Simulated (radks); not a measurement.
Values are calculated unless marked as measured or tabulated.
The nuclear charge of neutral helium is varied continuously with 2 electrons held in [He]. Level of theory: non-relativistic Kohn-Sham, PBE, spin-polarised, spherical densities, point nucleus (a radial shooting solver on a logarithmic mesh with Libxc functionals). By the Hellmann-Feynman theorem dE/dZ = E(electron-nucleus)/Z, the electronic potential at the nucleus.

Z     E (hartree)  E(electron-nucleus)/Z (hartree)  HOMO  e(HOMO) (eV)  <r> HOMO (bohr)
1.75     -2.11417                         -2.86545    1s        -8.856            1.125
2        -2.89293                         -3.36473    1s       -15.763           0.9459
2.25     -3.79654                         -3.86417    1s       -24.374           0.8162
2.5      -4.82503                         -4.36375    1s       -34.685           0.7180
2.75     -5.97843                         -4.86342    1s       -46.697           0.6410
3        -7.25675                         -5.36317    1s       -60.409           0.5790

The central difference of E at Z = 2 is -3.365 hartree, to compare with the third column; the second derivative is -2 hartree.
